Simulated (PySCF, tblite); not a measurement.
Isomers of C7H11FN2, one GFN2-xTB conformer each. Single-point energies are computed at PBE0/pcSseg-1 (PySCF, gas phase, no added dispersion term), electronic only.

| SMILES | GFN2-xTB relative energy (kcal/mol) |
| --- | --- |
| C/N=C\C1=C(F)N(C)CC1 | 21.7 |
| CNC[C@@H]1C[C@H](C#N)[C@H]1F | 41.2 |
| CCc1cc(F)nn1CC | 0.0 |
| CC1=NN(C2CC2)C[C@@H]1F | 29.3 |
| C[C@@H](N)[C@@H]1C[C@H](C#N)[C@H]1F | 39.5 |

Conformers: `[CH3:1]/[N:2]=[CH:3]\[C:4]1=[C:5]([F:6])[N:7]([CH3:8])[CH2:9][CH2:10]1` with N2–C3–C4–C5 -179°, C4–C5–N7–C8 -160°, C5–N7–C9–C10 15°, N7–C9–C10–C4 -14°, C3–C4–C10–C9 -173°; `[CH3:1][NH:2][CH2:3][C@@H:4]1[CH2:5][C@H:6]([C:7]#[N:8])[C@H:9]1[F:10]` with C1–N2–C3–C4 -178°, N2–C3–C4–C5 -78°, C3–C4–C5–C6 -132°, C4–C5–C6–C7 130°, C5–C6–C9–F10 -130°, C3–C4–C9–C6 133°; `[CH3:1][CH2:2][c:3]1[cH:4][c:5]([F:6])[n:7][n:8]1[CH2:9][CH3:10]` with C1–C2–C3–C4 90°, N7–N8–C9–C10 88°; `[CH3:1][C:2]1=[N:3][N:4]([CH:5]2[CH2:6][CH2:7]2)[CH2:8][C@@H:9]1[F:10]` with N3–N4–C5–C6 66°; `[CH3:1][C@@H:2]([NH2:3])[C@@H:4]1[CH2:5][C@H:6]([C:7]#[N:8])[C@H:9]1[F:10]` with C1–C2–N3–H 61° and -179°, C1–C2–C4–C5 174°, C2–C4–C5–C6 -132°, C4–C5–C6–C7 130°, C5–C6–C9–F10 -130°, C2–C4–C9–C6 132°.

Task: What does PBE0/pcSseg-1 give for the same structures?

Result: 
| SMILES | PBE0/pcSseg-1 E (Eh) | PBE0/pcSseg-1 (kcal/mol) | GFN2-xTB (kcal/mol) | point group |
| --- | --- | --- | --- | --- |
| CCc1cc(F)nn1CC | -482.09931 | 0.0 | 0.0 | C1 |
| C[C@@H](N)[C@@H]1C[C@H](C#N)[C@H]1F | -482.06971 | 18.6 | 39.5 | C1 |
| C/N=C\C1=C(F)N(C)CC1 | -482.06112 | 24.0 | 21.7 | C1 |
| CNC[C@@H]1C[C@H](C#N)[C@H]1F | -482.05712 | 26.5 | 41.2 | C1 |
| CC1=NN(C2CC2)C[C@@H]1F | -482.04416 | 34.6 | 29.3 | C1 |

Both levels put the same isomer lowest; measured from each level's own lowest isomer, the values differ by up to 20.9 kcal/mol (C[C@@H](N)[C@@H]1C[C@H](C#N)[C@H]1F: 39.5 against 18.6). As drawn, the lowest has an aromatic ring, which the highest lacks; the highest has a three-membered ring and a C=N bond, which the lowest lacks.

Task: Which frontier levels, dipoles and rotational constants go with these structures?

Result: 
```
                             SMILES  HOMO (eV, PBE0/pcSseg-1)  LUMO (eV)  dipole (D)       A, B, C (MHz)
                     CCc1cc(F)nn1CC                     -6.89       0.38        4.36   1680, 1097, 736.8
C[C@@H](N)[C@@H]1C[C@H](C#N)[C@H]1F                     -7.16       0.40        3.92  2063, 833.4, 692.5
               C/N=C\C1=C(F)N(C)CC1                     -5.57      -0.31        5.30  2741, 843.0, 657.8
       CNC[C@@H]1C[C@H](C#N)[C@H]1F                     -6.82       0.46        3.71  2245, 672.6, 577.1
             CC1=NN(C2CC2)C[C@@H]1F                     -6.05       0.08        1.39  2808, 835.1, 686.4
```

Task: What happens when harmonic zero-point energies from GFN2-xTB frequencies are added?

Result: 
| SMILES | ZPE (kcal/mol) | electronic (kcal/mol) | with ZPE (kcal/mol) |
| --- | --- | --- | --- |
| CCc1cc(F)nn1CC | 108.5 | 0.0 | 0.0 |
| C[C@@H](N)[C@@H]1C[C@H](C#N)[C@H]1F | 107.9 | 18.6 | 18.0 |
| C/N=C\C1=C(F)N(C)CC1 | 107.0 | 24.0 | 22.5 |
| CNC[C@@H]1C[C@H](C#N)[C@H]1F | 107.7 | 26.5 | 25.7 |
| CC1=NN(C2CC2)C[C@@H]1F | 107.3 | 34.6 | 33.5 |

The zero-point energies span 1.5 kcal/mol. The order is unchanged.
